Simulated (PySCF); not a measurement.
## An isoelectronic set: 130 electrons

r²SCAN in PySCF with def2-SVP on every atom (core potentials on Cd, Sn, Sb, Hg, Pb, Bi), for the lowest determinant that a PBE0 search found; no spin–orbit coupling. All have 130 electrons, 6 of them in the valence shells, and the same state, a triplet (π ↑↑). For ions De leads to the atom and ion picked by measured ionisation energies and electron affinities.

```
species  difference of nuclear charges  Re (Å)  ωe (cm⁻¹)  k (mdyn/Å)  De (eV)  dissociates to  Mayer bond order
   SnHg                             30   2.845        103       0.467     0.49         Sn + Hg              0.79
   CdPb                             34   2.859        111       0.532     0.65         Cd + Pb              1.00
  HgSb⁺                             29   2.765        136       0.830     1.77        Hg + Sb⁺              0.95
  CdBi⁺                             35   2.849        129       0.727      n/a        Cd + Bi⁺              1.02
```

Problem. Which member of the whole set has the stiffest bond, and how does it compare with the softest?

Solution. HgSb⁺ with k = 0.830 mdyn/Å, 1.8 times that of SnHg.

Weak bonds: SnHg. Basis-set superposition, not corrected here, can be much of De in a small basis, most of all at correlated wavefunction levels. These are scalar-relativistic numbers at best; spin–orbit coupling would shift them, the dissociation energy most. For an ion De counts to the pair picked by the measured ionisation energies or electron affinities, which need not be the lowest pair at this level. States were picked by a PBE0 search and need not be the measured ground states.
